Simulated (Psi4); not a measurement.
C$_{4}$H$_{12}$GeO$_{4}$, triplet, at the geometry of the source list (a higher spin typed on purpose: for a closed-shell molecule this is an excited state); HF/STO-3G run with Psi4.

The Psi4 input:
```
memory 2 GB

molecule {
0 3
  C    -0.80310000   -2.35250000   -1.36370000
  O    -0.63480000   -0.94180000   -1.32240000
  Ge    0.02220000   -0.01870000    0.00450000
  O    -0.40340000    1.64180000   -0.31950000
  C    -1.62880000    2.11330000   -0.86520000
  O    -0.62840000   -0.76800000    1.44110000
  C    -0.26250000   -0.47940000    2.78090000
  O     1.75700000   -0.02730000    0.20980000
  C     2.68660000    0.72910000   -0.55240000
  H    -1.66060000   -2.54710000   -2.01150000
  H    -0.99760000   -2.76220000   -0.37410000
  H     0.08700000   -2.82470000   -1.78270000
  H    -2.26130000    2.50270000   -0.06380000
  H    -2.16470000    1.32800000   -1.39980000
  H    -1.38020000    2.91780000   -1.56090000
  H     0.81550000   -0.55100000    2.92120000
  H    -0.59440000    0.51870000    3.07120000
  H    -0.76370000   -1.22630000    3.39760000
  H     2.66570000    0.43870000   -1.60420000
  H     2.47980000    1.79720000   -0.47420000
  H     3.66960000    0.51150000   -0.13180000
}

set basis sto-3g
set reference uhf

energy('scf')
print_variables()
```

### Question
Write the output that Psi4 gives for this input, abridged.

### Answer

```
   => Loading Basis Set <=

    Name: STO-3G
    Role: ORBITAL
    Keyword: BASIS

         ---------------------------------------------------------
                                   SCF
               by Justin Turney, Rob Parrish, Andy Simmonett
                          and Daniel G. A. Smith
                              UHF Reference
         ---------------------------------------------------------

  ==> Geometry <==

    Molecular point group: c1
    Full point group: C1

    Geometry (in Angstrom), charge = 0, multiplicity = 3:

       Center              X                  Y                   Z               Mass
    ------------   -----------------  -----------------  -----------------  -----------------
         C           -0.817684577506    -2.338981796905    -1.366016717171    12.000000000000
         O           -0.649384577506    -0.928281796905    -1.324716717171    15.994914619570
         GE           0.007615422494    -0.005181796905     0.002183282829    73.921177761000
         O           -0.417984577506     1.655318203095    -0.321816717171    15.994914619570
         C           -1.643384577506     2.126818203095    -0.867516717171    12.000000000000
         O           -0.642984577506    -0.754481796905     1.438783282829    15.994914619570
         C           -0.277084577506    -0.465881796905     2.778583282829    12.000000000000
         O            1.742415422494    -0.013781796905     0.207483282829    15.994914619570
         C            2.672015422494     0.742618203095    -0.554716717171    12.000000000000
         H           -1.675184577506    -2.533581796905    -2.013816717171     1.007825032230
         H           -1.012184577506    -2.748681796905    -0.376416717171     1.007825032230
         H            0.072415422494    -2.811181796905    -1.785016717171     1.007825032230
         H           -2.275884577506     2.516218203095    -0.066116717171     1.007825032230
         H           -2.179284577506     1.341518203095    -1.402116717171     1.007825032230
         H           -1.394784577506     2.931318203095    -1.563216717171     1.007825032230
         H            0.800915422494    -0.537481796905     2.918883282829     1.007825032230
         H           -0.608984577506     0.532218203095     3.068883282829     1.007825032230
         H           -0.778284577506    -1.212781796905     3.395283282829     1.007825032230
         H            2.651115422494     0.452218203095    -1.606516717171     1.007825032230
         H            2.465215422494     1.810718203095    -0.476516717171     1.007825032230
         H            3.655015422494     0.525018203095    -0.134116717171     1.007825032230

  Running in c1 symmetry.

  Rotational constants: A =      0.03671  B =      0.03622  C =      0.03373 [cm^-1]
  Rotational constants: A =   1100.41980  B =   1085.71565  C =   1011.33738 [MHz]
  Nuclear repulsion =  895.964895277936762

  Charge       = 0
  Multiplicity = 3
  Electrons    = 100
  Nalpha       = 51
  Nbeta        = 49

  ==> Algorithm <==

  SCF Algorithm Type is DF.
  DIIS enabled.
  MOM disabled.
  Fractional occupation disabled.
  Guess Type is SAD.
  Energy threshold   = 1.00e-06
  Density threshold  = 1.00e-06
  Integral threshold = 1.00e-12

  ==> Primary Basis <==

  Basis Set: STO-3G
    Blend: STO-3G
    Number of shells: 44
    Number of basis functions: 70
    Number of Cartesian functions: 71
    Spherical Harmonics?: true
    Max angular momentum: 2

   => Loading Basis Set <=

    Name: (STO-3G AUX)
    Role: JKFIT
    Keyword: DF_BASIS_SCF

  ==> Integral Setup <==

  SCF_SUBTYPE=INCORE selected. In-core MEM_DF algorithm will be used.
  Using in-core AOs.

  ==> MemDFJK: Density-Fitted J/K Matrices <==

    J tasked:                   Yes
    K tasked:                   Yes
    wK tasked:                   No
    Algorithm:                 Core
    Schwarz Cutoff:           1E-12
    Mask sparsity (%):       4.0816
[...]
   @DF-UHF iter  24: -2503.48012496947922   -3.24987e-05   1.77312e-04 DIIS/ADIIS
   @DF-UHF iter  25: -2503.48014754468386   -2.25752e-05   1.57305e-04 DIIS/ADIIS
   @DF-UHF iter  26: -2503.48015055327414   -3.00859e-06   1.41655e-04 DIIS/ADIIS
   @DF-UHF iter  27: -2503.48015277307877   -2.21980e-06   1.40343e-04 DIIS/ADIIS
   @DF-UHF iter  28: -2503.48014107962354    1.16935e-05   1.15800e-04 DIIS/ADIIS
   @DF-UHF iter  29: -2503.48010158604166    3.94936e-05   3.74877e-05 DIIS
   @DF-UHF iter  30: -2503.48031654804572   -2.14962e-04   1.50483e-04 DIIS/ADIIS
   @DF-UHF iter  31: -2503.48034946568987   -3.29176e-05   5.63529e-05 DIIS
   @DF-UHF iter  32: -2503.48042447366151   -7.50080e-05   9.22001e-05 DIIS
   @DF-UHF iter  33: -2503.48046029580246   -3.58221e-05   1.58476e-05 DIIS
   @DF-UHF iter  34: -2503.48048800486413   -2.77091e-05   1.14980e-05 DIIS
   @DF-UHF iter  35: -2503.48049004952281   -2.04466e-06   8.35368e-06 DIIS
   @DF-UHF iter  36: -2503.48049482407578   -4.77455e-06   8.19183e-06 DIIS
   @DF-UHF iter  37: -2503.48049926846807   -4.44439e-06   3.69051e-06 DIIS
   @DF-UHF iter  38: -2503.48050042919567   -1.16073e-06   2.14237e-06 DIIS
   @DF-UHF iter  39: -2503.48050075002811   -3.20832e-07   3.43689e-06 DIIS
   @DF-UHF iter  40: -2503.48050076168875   -1.16606e-08   1.86316e-06 DIIS
   @DF-UHF iter  41: -2503.48050078850883   -2.68201e-08   1.43076e-06 DIIS
   @DF-UHF iter  42: -2503.48050079882751   -1.03187e-08   1.32826e-06 DIIS
   @DF-UHF iter  43: -2503.48050082828013   -2.94526e-08   1.29743e-06 DIIS
   @DF-UHF iter  44: -2503.48050084795796   -1.96778e-08   9.49153e-07 DIIS
  Energy and wave function converged.

  ==> Post-Iterations <==

   @Spin Contamination Metric:   3.626514204E-02
   @S^2 Expected:                2.000000000E+00
   @S^2 Observed:                2.036265142E+00
   @S   Expected:                1.000000000E+00
   @S   Observed:                1.000000000E+00

    Orbital Energies [Eh]
    ---------------------

    Alpha Occupied:

[...]
    Alpha Virtual:

[...]
      70A      0.802732

    Beta Occupied:

[...]
      49A     -0.168623

    Beta Virtual:

[...]
    Final Occupation by Irrep:
              A
    DOCC [    49 ]
    SOCC [     2 ]
    NA   [    51 ]
    NB   [    49 ]

  @DF-UHF Final Energy: -2503.48050084795796

   => Energetics <=

    Nuclear Repulsion Energy =            895.9648952779367619
    One-Electron Energy =               -5291.2675533825859020
    Two-Electron Energy =                1891.8221572566903887
    Total Energy =                      -2503.4805008479584103

  UHF NO Occupations:
  HONO-2 :   49  A 1.9873953
  HONO-1 :   50  A 1.0000000
  HONO-0 :   51  A 1.0000000
  LUNO+0 :   52  A 0.0126047
  LUNO+1 :   53  A 0.0032627
  LUNO+2 :   54  A 0.0012201
  LUNO+3 :   55  A 0.0004660

Computation Completed

Properties will be evaluated at   0.000000,   0.000000,   0.000000 [a0]

Properties computed using the SCF density matrix

 Multipole Moments:

 ------------------------------------------------------------------------------------
     Multipole            Electronic (a.u.)      Nuclear  (a.u.)        Total (a.u.)
 ------------------------------------------------------------------------------------

 L = 1.  Multiply by 2.5417464519 to convert [e a0] to [Debye]
 Dipole X            :         -0.1084495           -0.3336458           -0.4420953
 Dipole Y            :         -1.1282830            0.2972923           -0.8309907
 Dipole Z            :          0.1470334           -0.0587170            0.0883164
 Magnitude           :                                                    0.9454066

 ------------------------------------------------------------------------------------

  Variable Map:
  ----------------------------------------------------------------------------
[...]
  Array Variable Map:
  ----------------------------------------------------------------------------
[...]
[...]
```
